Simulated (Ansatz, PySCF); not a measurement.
Breaking a bond: GaMg (anion, charge -1), lowest singlet found (which spin is the ground state isn't settled by this scan).

- RKS-LDA (SVWN5)/6-31G* = restricted LDA (SVWN5)/6-31G*, spherical d in PySCF
- RKS-CAM-B3LYP = restricted CAM-B3LYP/aug-cc-pVDZ run with Ansatz (a first-principles code)
- FCI = Ansatz with full CI/aug-cc-pVDZ, cores with 3d frozen

Energies relative to the lowest point of each curve between 2.30 and 2.95 Å, where full CI is lowest, in mEh:

```tsv
R / Å	RKS-LDA (SVWN5)/6-31G*	RKS-CAM-B3LYP
1.91	88.4	98.2
2.03	53.0	61.4
2.19	24.1	30.4
2.30	12.4	17.4
2.42	4.9	8.4
2.50	2.1	4.6
2.57	0.7	2.4
2.67	0.0	0.6
2.72	0.1	0.1
2.85	1.5	0.0
2.95	3.2	0.3
```

Q: Estimate the FCI values at these points.

A: 1.91: 112.8; 2.03: 72.3; 2.19: 37.1; 2.30: 21.8; 2.42: 11.0; 2.50: 6.3; 2.57: 3.5; 2.67: 1.1; 2.72: 0.4; 2.85: 0.0; 2.95: 0.6 (mEh).

The scan ran from 1.91 to 8.88 Å; beyond the distances shown full CI changes its symmetry label. The restricted form behind RKS-LDA (SVWN5)/6-31G*, RKS-CAM-B3LYP keeps the bonding electrons paired and can't separate into open-shell fragments. Where the anion isn't bound against loss of the electron, the finite basis alone holds it.
